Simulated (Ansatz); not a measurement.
The same molecule with X = B, Al, Ga, In. Ansatz, PBE0-D4/def2-TZVP geometries, multiplicity 1.

Elements past krypton have def2 core potentials. Scalar relativity is left out up to krypton.

```json
{"X": "Al", "molecule": "`[AlH2][N]([SiH3])[SiH3]`", "mean X–H bond length / Å": "1.580", "mean X–N bond length / Å": "1.796", "HOMO energy (ωB97M-V/def2-TZVPP) / eV": "-10.19", "HOMO energy (B3LYP/def2-TZVPP) / eV": "-7.71", "LUMO energy (ωB97M-V/def2-TZVPP) / eV": "0.36"}
{"X": "Ga", "molecule": "`[SiH3][N]([SiH3])[GaH2]`", "mean X–H bond length / Å": "1.559", "mean X–N bond length / Å": "1.854", "HOMO energy (ωB97M-V/def2-TZVPP) / eV": "-10.01", "HOMO energy (B3LYP/def2-TZVPP) / eV": "-7.55", "LUMO energy (ωB97M-V/def2-TZVPP) / eV": "0.28"}
{"X": "In", "molecule": "`[SiH3][N]([SiH3])[InH2]`", "mean X–H bond length / Å": "1.708", "mean X–N bond length / Å": "2.062", "HOMO energy (ωB97M-V/def2-TZVPP) / eV": "-9.68", "HOMO energy (B3LYP/def2-TZVPP) / eV": "-7.24", "LUMO energy (ωB97M-V/def2-TZVPP) / eV": "-0.31"}
```

Task: Give the row for X = B, `BN([SiH3])[SiH3]`. (Best estimate.)

Result: Computed: 
```json
{"X": "B", "molecule": "`BN([SiH3])[SiH3]`", "mean X–H bond length / Å": "1.200", "mean X–N bond length / Å": "1.409", "HOMO energy (ωB97M-V/def2-TZVPP) / eV": "-10.69", "HOMO energy (B3LYP/def2-TZVPP) / eV": "-8.22", "LUMO energy (ωB97M-V/def2-TZVPP) / eV": "1.14"}
```

From B to In the mean X–H bond length isn't monotonic: highest at In, lowest at B; the mean X–N bond length rises at each step, by 0.653 Å in all; the HOMO energy (ωB97M-V/def2-TZVPP) rises at each step, by 1.01 eV in all; the HOMO energy (B3LYP/def2-TZVPP) rises at each step, by 0.98 eV in all; the LUMO energy (ωB97M-V/def2-TZVPP) falls at each step, by 1.45 eV in all. Bonds lengthen as the atom grows down the group.

B3LYP here is the variant with VWN-RPA as its local correlation; programs differ in this.
